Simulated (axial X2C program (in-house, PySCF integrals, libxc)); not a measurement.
# MnSi at several levels of theory

Calculated with an axial X2C code built on PySCF integrals. Spin-free means the one-electron spin-free X2C Hamiltonian; two-component (2c) means X2C with spin–orbit coupling and atomic mean-field two-electron Coulomb and Gaunt terms, so the difference of the two also holds small scalar two-electron terms. Basis: Mn dyall-cv3z [9s10p6d3f2g], Si dyall-v3z [8s7p2d1f] (cores contracted in-house); Gaussian nuclei, density fitting, unrestricted open shells. Masses: Mn 54.938 u, Si 27.977 u.

The run was started with this input:
```json
{"zs": [25, 14], "q": 0, "bas": ["dyall-cv3z", "dyall-v3z"], "levels": ["PBE0", "HF", "M06"], "cc": true, "r0": 2.35, "thr": -2.0, "nmax": 90, "npts": 10, "nst": 2, "ntry": 6}
```
```bash
python so2c.py task.json out
```

Keys: zs atomic numbers; q charge; bas basis sets; levels methods; cc coupled cluster on or off; r0 starting distance in Å; thr threshold in hartree for freezing inner shells (an s shell follows its p shell); nmax most natural virtual spinors; npts points on the curve; nst determinants followed; ntry starts of the search. HF also brings MP2.

State, spin-free: M_S = 7/2, Λ = 0 (beyond evenly filled blocks: σα, 2 × π+α, 2 × π-α, δ+α, δ-α); electrons by block: σα: 11, σβ: 10, π+α: 5, π+β: 3, π-α: 5, π-β: 3, δ+α: 1, δ-α: 1. Fragments: Mn + Si.

State, 2c: Ω = 3/2 (⟨Sz⟩ = 1.50, ⟨Lz⟩ = 0.00 at PBE0); electrons by block: 1/2: 15, -1/2: 14, 3/2: 4, -3/2: 5, 5/2: 1. Fragments: Mn + Si.

| Hamiltonian | level | Re (Å) | ωe (cm⁻¹) | ωexe (cm⁻¹) | Be (cm⁻¹) | αe (cm⁻¹) | De (eV) | k (mdyn/Å) | μ (D) |
| --- | --- | --- | --- | --- | --- | --- | --- | --- | --- |
| spin-free | PBE0 | 2.494 | 294.3 | 1.77 | 0.1462 | 0.00102 | 1.29 | 0.946 | -3.80 |
| spin-free | HF | 2.646 | 252.1 | 1.89 | 0.1299 | 0.00103 | 0.584 | 0.694 | -4.30 |
| spin-free | CCSD | 2.553 | 263.5 | n/a | 0.1395 | 0.00129 | 0.647 | 0.758 | n/a |
| spin-free | CCSD(T) | 2.550 | 263.9 | n/a | 0.1398 | 0.00127 | 0.747 | 0.761 | n/a |
| spin-free | M06 | 2.544 | 264.0 | 2.5 | 0.1405 | 0.00135 | 0.878 | 0.761 | -2.63 |
| 2c | PBE0 | 2.333 | 326.1 | 1.37 | 0.1671 | 0.000987 | 1.97 | 1.16 | -3.19 |
| 2c | HF | 2.606 | 262.3 | 1.3 | 0.1339 | 0.00085 | 1.01 | 0.752 | -3.70 |
| 2c | CCSD | 2.457 | 282.0 | 1.37 | 0.1506 | 0.00092 | 1.11 | 0.869 | n/a |
| 2c | CCSD(T) | 2.441 | 284.1 | 1.35 | 0.1526 | 0.000917 | 1.18 | 0.882 | n/a |
| 2c | M06 | 2.308 | 340.8 | 1.59 | 0.1707 | 0.00102 | 1.68 | 1.27 | -2.17 |

Correlated methods: 11 electrons correlated (number of frozen shells: Mn 3 s, 2 p; Si 2 s, 1 p), 233 virtual spin orbitals or spinors in MP2, 90 natural virtuals in coupled cluster.

Dipoles are positive if Si is the positive end.

Occupations by symmetry block were frozen at the best pattern of an incomplete PBE0 search. De is counted from the lowest determinant-based energies of the atoms at the same level, without counterpoise correction. Density functionals use the spin component along the axis (collinear). CCSD and (T) use frozen natural virtuals with an MP2 correction for the truncation; (T) itself is uncorrected, so its De runs slightly low. The 2c atoms are single determinants rather than J levels; their spin–orbit lowering is only partly caught, and De is too large by that part. This holds for PBE0, CCSD, CCSD(T), M06. Other states lie close and PBE0, whose exact exchange favours high spin, may order them wrongly; the determinant shown need not be the ground state. The nearest other spin-free determinant of the search, M_S = 5/2, Λ = 0, lies 0.26 eV up at the distance of the search. Without a current term, density functionals place determinants with orbital angular momentum somewhat too high. With several unpaired electrons one determinant need not be a pure state. This is the top spin component of a Σ state; components of lower Ω are not single determinants and can lie lower. The determinant is spin-polarised beyond a pure state at some levels (its spin-free form has ⟨S²⟩ too high), which makes Re and μ there less reliable. The T1 diagnostic is large, a sign of multireference character.

The spin-free and the 2c determinant differ in configuration, so the two halves of the table describe two states.

No reliable constants came from MP2 (2c), MP2 (spin-free): no minimum in range, unconverged points, a curve that is not smooth, a change of character along it, or the two Hamiltonians disagreeing along it.

Rough cost a point (2c) on 1 thread(s) of a shared host, integrals apart: PBE0 0.8 s, HF 0.6 s, CCSD(T) 6 s, M06 1.2 s.

The whole task took 2.8 min on 1 thread of Arm Neoverse V1, with other jobs on the host.
